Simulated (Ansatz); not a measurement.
HLiO (SMILES [Li][OH]) moved off its minimum; all values from Ansatz (a quantum-chemistry and plane-wave program), cores frozen in correlated methods.
(charge 0, multiplicity 1)
```xyz
3

Li    -0.03341    -0.04588    -1.27518
O      0.11489    -0.01511     0.28856
H      0.03782     0.14724     1.32560
```

Q: Give the forces (eV/Å), the total energy and the dipole at CCSD(T)/aug-cc-pVTZ.

A: 
```csv
atom,Fx,Fy,Fz
Li1,-0.019,-0.039,-0.565
O2,-0.324,0.695,4.493
H3,0.343,-0.657,-3.928
```
Energy -83.2318 hartree, dipole 4.58 D.
